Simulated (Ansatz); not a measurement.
Ansatz (a first-principles code) input (wB97X-V/def2-TZVPD):

Ansatz 0.2 input:
```yaml
crystal:
  periodic: [false, false, false]
  atoms:
    - {symbol: Br, position_ang: [1.63048739, 0.10500422, 0.03957734]}
    - {symbol: C, position_ang: [-0.01108769, -0.93499836, 0.00720528]}
    - {symbol: Br, position_ang: [-1.62754625, 0.14301495, -0.04148863]}
    - {symbol: H, position_ang: [0.00407780, -1.54253250, -0.88715885]}
    - {symbol: H, position_ang: [-0.04049152, -1.52814838, 0.91082213]}
basis:
  gaussian:
    orbitals: def2-TZVPD
hamiltonian:
  xc: {name: wB97X-V}
output: {forces: true}
```

Output:

```
Functional definition: wB97X-V
integrals: 0.14 GiB planned
1188 factors; their error is unknown
integrals: 0.18 GiB planned
265 factors; integrals over basis functions are off by at most 4.0e-5 eV
0.30 GiB of the device are held for the grids
1.87 GiB of device memory are held for the factors and their scratch space
mean field: 0.86 GiB planned
mean field evaluation 1: about -141148.6898 eV, gradient 1.3e1 eV
mean field evaluation 2: about -141149.0196 eV, gradient 5.1e0 eV
mean field evaluation 4: about -141149.0585 eV, gradient 5.7e-1 eV
mean field evaluation 8: about -141149.4711 eV, gradient 4.7e-1 eV
mean field evaluation 16: about -141149.4714 eV, gradient 1.7e-5 eV
mean field -141149.47136713 eV, -5187.1473981942 hartree, gradient 1.7e-5 eV, S^2 0.000000; 0 other end points of the search recorded, 0 dependent functions left out
the calculation of the forces begins
reference -141149.47136464 eV, -5187.1473981025 hartree; 39, 39 occupied and 130, 130 virtual orbitals, 1188 factors
Total energy: -141149.47136464 eV, -5187.1473981025 hartree
Atom 0 at     1.630487     0.105004     0.039577 Å, force    -0.430668    -0.197164    -0.009098 eV/Å
Atom 1 at    -0.011088    -0.934998     0.007205 Å, force     0.006435     0.542647    -0.004182 eV/Å
Atom 2 at    -1.627546     0.143015    -0.041489 Å, force     0.425873    -0.207157     0.012214 eV/Å
Atom 3 at     0.004078    -1.542533    -0.887159 Å, force     0.001184    -0.069809    -0.080306 eV/Å
Atom 4 at    -0.040492    -1.528148     0.910822 Å, force    -0.002824    -0.068516     0.081372 eV/Å
Dipole moment:    -0.003766    -0.317578     0.002447 e Å
```
